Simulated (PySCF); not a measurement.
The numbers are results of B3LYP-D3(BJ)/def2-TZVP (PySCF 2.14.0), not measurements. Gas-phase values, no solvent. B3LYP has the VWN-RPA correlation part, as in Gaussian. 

Reference species (SMILES): `CC=[SiH2]` (neutral, multiplicity 1).

```
Property    Result
--------  --------
LUMO      -1.21 eV
HOMO      -5.96 eV
```

Changed species: `[SiH](C)=C`.

Problem. Give the shifts of the LUMO and HOMO.

Solution. the LUMO goes up by 0.37 eV, to -0.84 eV; the HOMO falls by 0.06 eV, to -6.02 eV.
